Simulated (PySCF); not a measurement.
An unknown shows these calculated signals:

$^{1}$H NMR (500 MHz, computed): δ 7.21 (m, 1H), 6.05 (m, 2H), 5.95 (m, 1H), 5.84 (m, 1H), 1.18 (s, 2H).

$^{13}$C{$^{1}$H} NMR (computed): δ 131.2 (CH), 130.9 (CH2), 120.9 (C), 117.9 (C), 86.9 (CH2), 11.2 (CH2).

Level of theory: GFN2-xTB structure, NMR shieldings at PBE0/pcSseg-1/GIAO, in PySCF 2.14 (rapidly exchanging positions averaged, no solvent model, single conformer, non-relativistic).

Scale: TMS for $^{1}$H and $^{13}$C (reference shieldings calculated alike).

Which of these does the molecule contain: an amide, a three-membered ring, a vinyl group CH=CH2, a ketone, a non-aromatic C=C double bond, a heteroaromatic ring?

Answers


- An amide: no.
- A three-membered ring: yes.
- A vinyl group CH=CH2: yes (δC 130.9, 131.2; δH 5.95 (m), 5.84 (m), 7.21 (m)).
- A ketone: no.
- A non-aromatic C=C double bond: yes.
- A heteroaromatic ring: no.

The data belong to SMILES C=CC1=C(CF)C1, C6H7F; they needn't prove each group on their own.

Carbon signals by region: 4 in the sp2 and nitrile region (100–160 ppm), 1 at 50–100 ppm, 1 below 50 ppm.

Splittings by $^{19}$F in the carbon and heteronuclear signals aren't shown, as no couplings were computed. Shifts are as computed. Against solution values, carbons near 30 ppm lie about +3 ppm off and those near 130 ppm about +5 ppm. Of 1309 compounds with measured shifts, 239 miss one by over three times the rms of a fit or turn the order of signals round; such compounds aren't used in these exercises. No couplings were computed; multiplicities are counted from neighbouring protons, with m where these are inequivalent, close in shift, in a saturated or five-membered ring or joined by F or P, and br s for small geminal =CH2 splittings.
